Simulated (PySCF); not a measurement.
# Correlation energy of S⁺ (sulfur, charge +1)

[Ne] 3s2 3p3, high-spin 4S determinant. Calculation: PySCF 2.14, in x2c-QZVPPall with one added diffuse shell each of s, p, d, f type (10s7p5d3f1g, 86 functions); the spin-free X2C one-electron Hamiltonian (Gaussian nucleus). Frozen: 1s2; 13 electrons correlated.

```csv
level,correlation energy (mhartree)
CCSD,-297.20
(T),-5.97
CCSD(T),-303.17
```

Diagnostics: T1 = 0.0037, D1 = 0.0142, largest double amplitude 0.042.

Problem. Is a single reference adequate?

Solution. Yes: T1 lies below 0.03 and no double amplitude reaches 0.07.

This basis was not built for core-valence correlation, so the inner-shell part is incomplete.
